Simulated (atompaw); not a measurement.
**Which change was made? (S, PAW (atompaw))**

- Element: sulfur (S)
- Generator: atompaw 4.2.0.5
- Type: PAW
- Functional: PBEsol
- Relativity: scalar-relativistic
- Frozen core: [Ne]
- Valence charge: 6
- Reference configuration: 3s1.75 3p4.25
- Partial waves: 3s (bound): rc 1.15 bohr; 3s channel at 3.4 Ry: rc 1.80 bohr; 3p (bound): rc 1.80 bohr; 3p channel at 1.95 Ry: rc 1.80 bohr
- Local potential: troulliermartins scheme with l = 2 at 0 Ry, radius 1.70 bohr
- Core correction: smooth core density matched at 1.80 bohr
- Augmentation charge: sinc compensation charge, radius 1.70 bohr; PAW radius 1.80 bohr; waves and projectors: custom rrkj gramschmidtortho

Cutoffs, loose and tight: the cutoffs (Ry, on a coarse ladder) from which the occupation-weighted sum of valence levels, in a spherical-Bessel basis at the reference potential, stays within 10 and 1 mRy of its value at 400 Ry. They see the waves, projectors and local potential, not the compensation charge or the core.

The base gives: outcome: generated, no UPF (negative core plus compensation charge); cutoff, loose: 30 Ry; cutoff, tight: 45 Ry; bound ghosts: none.

**Question.** After one change the result is: outcome: failed: atompaw: The overlap operator has at least one negative eigenvalue!. Which change was it?
A. core correction smooth core density matched at 0.74 bohr
B. wave 3s channel at 3.4 Ry: rc 1.80 bohr becomes 3s channel at 3.4 Ry: rc 1.20 bohr
C. augmentation sinc compensation charge, radius 1.70 bohr; PAW radius 1.80 bohr; waves and projectors: custom polynom2 7 10 vanderbiltortho
D. all radii scaled by about 0.87 (s 1.00, p 1.58 bohr); local potential troulliermartins scheme with l = 2 at 0 Ry, radius 1.48 bohr; augmentation sinc compensation charge, radius 1.48 bohr; PAW radius 1.58 bohr; waves and projectors: custom rrkj gramschmidtortho; core correction smooth core density matched at 1.58 bohr

**Answer.** D. The others give: augmentation sinc compensation charge, radius 1.70 bohr; PAW radius 1.80 bohr; waves and projectors: custom polynom2 7 10 vanderbiltortho → outcome: generated, no UPF (negative core plus compensation charge); cutoff, loose: 21 Ry; cutoff, tight: 90 Ry; bound ghosts: none | wave 3s channel at 3.4 Ry: rc 1.80 bohr becomes 3s channel at 3.4 Ry: rc 1.20 bohr → outcome: generated, no UPF (negative core plus compensation charge); cutoff, loose: 30 Ry; cutoff, tight: 50 Ry; bound ghosts: s | core correction smooth core density matched at 0.74 bohr → outcome: generated; cutoff, loose: 30 Ry; cutoff, tight: 45 Ry; bound ghosts: none.
